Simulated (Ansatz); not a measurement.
Mulliken charges of C₂H₅FSSi, SMILES `F/C(S)=C\[SiH3]` from r2SCAN/def2-TZVPP in Ansatz (PBE0-D4/def2-TZVP geometry).

```json
{"atom": "F1", "x (Å)": "-1.248", "y (Å)": "0.995", "z (Å)": "0.809", "charge (e)": "-0.181"}
{"atom": "C2", "x (Å)": "-0.103", "y (Å)": "0.346", "z (Å)": "1.049", "charge (e)": "0.229"}
{"atom": "S3", "x (Å)": "0.373", "y (Å)": "0.394", "z (Å)": "2.733", "charge (e)": "-0.083"}
{"atom": "C4", "x (Å)": "0.534", "y (Å)": "-0.313", "z (Å)": "0.090", "charge (e)": "-0.293"}
{"atom": "Si5", "x (Å)": "-0.084", "y (Å)": "-0.528", "z (Å)": "-1.648", "charge (e)": "0.343"}
{"atom": "H6", "x (Å)": "-0.157", "y (Å)": "1.604", "z (Å)": "2.980", "charge (e)": "0.105"}
{"atom": "H7", "x (Å)": "1.483", "y (Å)": "-0.756", "z (Å)": "0.375", "charge (e)": "0.083"}
{"atom": "H8", "x (Å)": "-1.544", "y (Å)": "-0.281", "z (Å)": "-1.725", "charge (e)": "-0.058"}
{"atom": "H9", "x (Å)": "0.617", "y (Å)": "0.404", "z (Å)": "-2.572", "charge (e)": "-0.071"}
{"atom": "H10", "x (Å)": "0.212", "y (Å)": "-1.916", "z (Å)": "-2.088", "charge (e)": "-0.074"}
```

**Question.** By hand: the dipole of these point charges (1 e Å = 4.8032 D).

**Answer.** Σ q r = (0.123, 0.012, 0.057) e Å, of length 0.136 e Å = 0.65 D.

**Question.** How does the dipole of the full density compare? (Best estimate.)

**Answer.** The calculation gave: (0.112, 0.085, 0.156) e Å, 1.01 D; the point charges give 0.64 times that, at 34° from its direction.

Point charges leave out the atoms' own dipoles, such as those of lone pairs, and Mulliken's split depends on the basis, so the two needn't agree.
